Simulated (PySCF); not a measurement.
C₆H₁₂P₂.
Z-matrix (Å and degrees, PBE0-D3(BJ)/def2-SVP geometry), rows numbered from 1:
```
C 
P   1  1.8586
P   2  2.2339  1   97.45
C   2  1.8201  1   99.85  3  -100.62
C   4  1.3429  2  128.82  1   124.36
C   5  1.5031  4  112.20  2   176.02
C   6  1.5378  5  103.01  4   -14.14
C   4  1.5140  2  120.44  1   -59.77
H   1  1.1006  2  113.14  3    48.32
H   1  1.1009  2  108.66  3   169.84
H   1  1.1004  2  108.79  3   -73.47
H   3  1.4308  2   94.42  1   173.68
H   3  1.4315  2   93.01  1    81.32
H   5  1.0938  4  125.22  2    -6.82
H   6  1.1067  5  110.15  4   105.65
H   6  1.1025  5  112.91  4  -136.03
H   7  1.1014  6  109.08  5   -94.74
H   7  1.1000  6  113.21  5   146.05
H   8  1.1026  4  112.89  2   -39.90
H   8  1.1059  4  109.59  2    78.50
```

Probes without a nucleus sit at each ring's centroid and 1 Å off its mean plane on both sides; NICS is minus the shielding there, NICSzz its component along the normal. Level: GIAO HF/pcSseg-1 (PySCF, non-relativistic, gas phase) on the PBE0-D3(BJ)/def2-SVP geometry, one conformer.

Ring bond lengths (Å): C4–C5 1.343, C5–C6 1.503, C6–C7 1.538, C7–C8 1.537, C8–C4 1.514.

Problem. What do the NICS probes read (ppm)?

Solution. 
```tsv
ring	type	NICS(0)	NICS(1), two faces	NICS(1)zz, two faces	rms pucker (Å)	centre to ring atoms, mean (Å)
C4–C5–C6–C7–C8	5-membered carbocycle; formal bonds 1 double, 4 single	-2.8	-4.4 / -3.1	-3.9 / -2.0	0.10	1.26
```

Problem. What can be read from them?

Solution. 
- C4–C5–C6–C7–C8: mean NICS(1)zz -2.9 ppm, near zero. C6, C7, C8 have four or more neighbours; no verdict on aromaticity is drawn.

Problem. Give the inner angles of the rings.

Solution. 
- C4–C5–C6–C7–C8: C4 110.6°, C5 112.2°, C6 103.0°, C7 105.3°, C8 103.4°; sum 534.5° against 540° for a flat convex ring.

Problem. What are the shieldings of the ring atoms and their hydrogens in the same run (means over atoms taken as equivalent)?

Solution. 
```csv
atoms,environment,σ isotropic (ppm),"principal values of the symmetric part, first atom (ppm)"
C4,fully substituted alkene carbon,38.7,"-87.5, 50.6, 153.0"
C5,alkene CH carbon,48.2,"-75.7, 72.2, 148.0"
C6,allylic carbon,159.3,"138.8, 162.3, 176.8"
C7,ring CH2 carbon,166.3,"141.8, 176.5, 180.6"
C8,allylic carbon,157.6,"137.0, 157.9, 177.9"
H14,vinylic hydrogen,25.95,"21.9, 25.2, 30.8"
H15 (×2),methylene hydrogen,29.54,"25.2, 27.1, 36.1"
H17 (×2),methylene hydrogen,29.97,"24.6, 28.1, 37.4"
H19 (×2),methylene hydrogen,29.67,"24.3, 29.6, 35.3"
```

Problem. How do the values depend on the level or the medium?

Solution. 
```tsv
level	NICS(0), C4–C5–C6–C7–C8	mean NICS(1)zz, C4–C5–C6–C7–C8
HF/pcSseg-1, gas	-2.8	-2.9
PBE0/pcSseg-1, gas	-2.3	-2.4
PBE0/pcSseg-1, IEF-PCM chloroform	-2.2	-2.4
```

The geometry is the same throughout; the continuum's cavity takes Bondi-type radii × 1.2.
